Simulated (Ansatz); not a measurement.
V6O20H10⁻. Total charge -1; doublet. Geometry PBE-D4/def2-SVP, that of the neutral singlet; atoms count from 1.

```xyz
36

V     1.035   -0.122   -1.704
V     0.130    3.118    0.222
V    -0.298    1.465    2.377
V     2.842   -1.002   -0.044
V    -1.365   -3.233    0.078
V    -2.013    1.131   -1.128
O     0.182   -4.000    0.230
O    -2.655   -4.357    0.486
O    -1.565   -2.709   -1.564
O    -1.334   -1.961    1.097
O     4.062   -1.596   -1.168
O     2.937    0.627    0.528
O     1.939    1.139   -2.590
O    -0.567    2.125    3.988
O    -0.213    0.557   -0.748
O    -0.292   -0.207    2.383
O     1.883   -2.060    0.692
O    -1.372    2.105    1.256
O    -3.112    0.251   -0.050
O    -2.316    0.616   -2.578
O     0.587   -1.411   -2.533
O    -2.621    2.876   -0.982
O     1.401    3.234   -0.965
O    -0.042    4.564    0.785
O     1.105    2.140    1.605
O    -1.228    2.950   -1.223
H     0.934   -3.382    0.504
H    -3.290   -4.160    1.202
H    -0.863   -2.217   -2.080
H     4.125   -2.528   -1.456
H     2.328    1.226    1.070
H     2.241    1.129   -3.518
H    -0.456    1.575    4.788
H     1.707    2.522   -1.601
H    -0.760   -1.020    1.780
H    -3.073    0.615    0.861
```

Single mean-field runs in def2-SVP are fitted with def2-universal-jkfit. The structure holds one bond between oxygen atoms, so isomers without such links may lie far lower.

Question: Estimate the Mulliken populations of the heavy atoms from the PBE0/def2-SVP orbitals of Ansatz.

Answer: 
```
atom  charge (e)  spin (α − β)  d electrons
  V1        0.87          1.11         3.24
  V2        1.09          0.01         3.14
  V3        1.17          0.01         3.09
  V4        0.82         -0.17         3.21
  V5        1.15          0.01         3.05
  V6        1.03          0.16         3.16
  O7       -0.45          0.00            –
  O8       -0.46          0.00            –
  O9       -0.44          0.00            –
 O10       -0.52          0.00            –
 O11       -0.50          0.01            –
 O12       -0.52          0.01            –
 O13       -0.55          0.00            –
 O14       -0.46          0.00            –
 O15       -0.69         -0.04            –
 O16       -0.48          0.00            –
 O17       -0.57          0.02            –
 O18       -0.54          0.00            –
 O19       -0.44          0.01            –
 O20       -0.39         -0.02            –
 O21       -0.56         -0.08            –
 O22       -0.27         -0.01            –
 O23       -0.41          0.00            –
 O24       -0.35          0.00            –
 O25       -0.61          0.00            –
 O26       -0.34          0.00            –
```
Mulliken values depend strongly on the basis.

Question: Where does the spin sit?

Answer: Summed by element: V 1.11, O -0.11, H 0.00, of 1 unpaired in all. Largest on single atoms: V1 1.11, V4 -0.17, V6 0.16.

Question: And the Mayer bond orders between heavy atoms (over 0.3)?

Answer: V1–V4 0.78 (2.61 Å); V1–O13 0.86 (1.79 Å); V1–O15 0.96 (1.71 Å); V1–O21 1.86 (1.60 Å); V2–O18 0.46 (2.09 Å); V2–O23 1.30 (1.74 Å); V2–O24 2.18 (1.56 Å); V2–O25 0.64 (1.95 Å); V2–O26 0.62 (1.99 Å); V3–O14 1.09 (1.76 Å); V3–O16 1.46 (1.67 Å); V3–O18 1.44 (1.68 Å); V3–O25 1.16 (1.74 Å); V4–O11 1.07 (1.76 Å); V4–O12 1.16 (1.73 Å); V4–O17 1.84 (1.61 Å); V5–O7 1.28 (1.73 Å); V5–O8 1.09 (1.76 Å); V5–O9 1.24 (1.74 Å); V5–O10 1.68 (1.63 Å); V6–O15 0.81 (1.93 Å); V6–O19 1.09 (1.77 Å); V6–O20 2.13 (1.57 Å); V6–O22 0.83 (1.85 Å); V6–O26 0.48 (1.98 Å); O22–O26 0.88 (1.42 Å).
